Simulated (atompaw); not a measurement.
## u(r) = r·R(r): atom against pseudo-atom (Os (Z = 76))

Columns: radius, all-electron u(r) and pseudo u(r) of the 5d shell (level -6.70 eV) of osmium in the configuration [Xe] 4f14 5d6 6s1.75 6p0.25; PBE, scalar-relativistic, PAW (atompaw) scheme, atompaw 4.2.0.5.

```csv
r (bohr),all-electron,pseudo
0.115,0.2454,0.0004
0.231,-0.1046,0.0035
0.346,-0.3625,0.0116
0.462,-0.2897,0.0268
0.577,-0.0556,0.0500
0.692,0.2027,0.0819
0.808,0.4255,0.1225
0.923,0.5910,0.1701
1.038,0.7028,0.2232
1.154,0.7699,0.2799
1.269,0.8011,0.3365
1.385,0.8065,0.3911
1.500,0.7938,0.4399
1.615,0.7689,0.4813
1.731,0.7359,0.5135
1.846,0.6987,0.5347
1.962,0.6589,0.5450
2.077,0.6187,0.5444
2.192,0.5788,0.5342
2.308,0.5396,0.5157
2.423,0.5023,0.4911
2.538,0.4666,0.4625
2.654,0.4326,0.4316
2.769,0.4008,0.4008
2.885,0.3708,0.3708
3.000,0.3429,0.3429
```

How many radial nodes do the two functions have?

The all-electron 5d function has n − l − 1 = 2; the pseudo-wave has 0, since the states of the same l below it are removed with the core.

Is the pseudo-wave norm-conserving?

No, it belongs to a PAW set: the norm inside the radius is not constrained, and the difference is carried by the augmentation charge.
